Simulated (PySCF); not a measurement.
# Checking a proposed structure

A compound C₃H₁₀O₂Si₂ gives the data below (simulated from a calculation) and was assigned the structure `CO[C@@H]1C[Si@@H]1O[SiH3]`.

¹³C{¹H} NMR (computed): δ 23.1 (CH), 9.1 (CH2, 2C).

¹H NMR (600 MHz, computed): δ 5.11 (d, 1H), 5.07 (m, 1H), 5.01 (m, 1H), 1.90 (m, 2H), 1.80 (m, 1H), 1.33 (br s, 2H), 1.25 (m, 2H).

PySCF calculation with geometry: GFN2-xTB and shieldings: GIAO PBE0/pcSseg-1; non-relativistic Hamiltonian, no solvent, one computed conformer, one averaged value for each set of equivalent atoms.

δ = σ(ref) − σ, references computed at the same level: TMS for ¹H (σref 31.72) and ¹³C (σref 186.93).

(1) Compare with the shifts computed for the proposed structure, pairing carbons in order of shift.

(2) Which isomer fits?

Answers

(1) Structure with atom numbers: `[CH3:1][O:2][C@@H:3]1[CH2:4][Si@@H:5]1[O:6][SiH3:7]` (H(Xn): hydrogen on atom n).

```
atom  computed for proposal  given list  difference
  C3                   66.5        23.1       +43.4
  C1                   63.9         9.1       +54.8
  C4                   10.2         9.1        +1.1
```

The rms difference is 40.3 ppm and the largest +54.8 ppm at C1 (methyl carbon bonded to O). The proposal also would give 3 carbon signals, not 2. The carbon types in order of shift don't match either: CH, CH3, CH2 for the proposal against CH, CH2, CH2 in the data. The proposal doesn't fit.

(2) `C1([SiH](O)O)C[SiH2]C1`.

Carbon types of the structure: 1 × CH, 2 × CH2, leaving 5 H on heteroatoms. δC 9.1: sp3 CH2 bonded to Si; an electropositive neighbour leaves it electron-rich and shielded. δH 5.11: hydrogen on a silicon bonded to C, 2 O. δH 1.90, 1.25: hydrogen on an sp3 CH2 bonded to Si. δH 1.33: hydrogen on an oxygen bonded to Si; exchangeable; this is the value without hydrogen bonding to other molecules.

Other isomers checked: CCC(=O)O[SiH2][SiH3] (rms 93.2 ppm); C=CO[SiH2]OC[SiH3] (rms 93.9 ppm).

This is the structure that produced the data.

OH/NH shifts are gas-phase values; hydrogen bonding in solution moves them, usually downfield. Shifts are as computed. Against solution values, carbons near 30 ppm lie about +3 ppm off and those near 130 ppm about +5 ppm. Of 1211 compounds with measured shifts, 218 miss one by over three times the rms of a fit or turn the order of signals round; such compounds aren't used in these exercises. Multiplicities follow the n + 1 count of equivalent neighbours, as no J values were calculated; m marks all less simple cases, F and P coupling included.
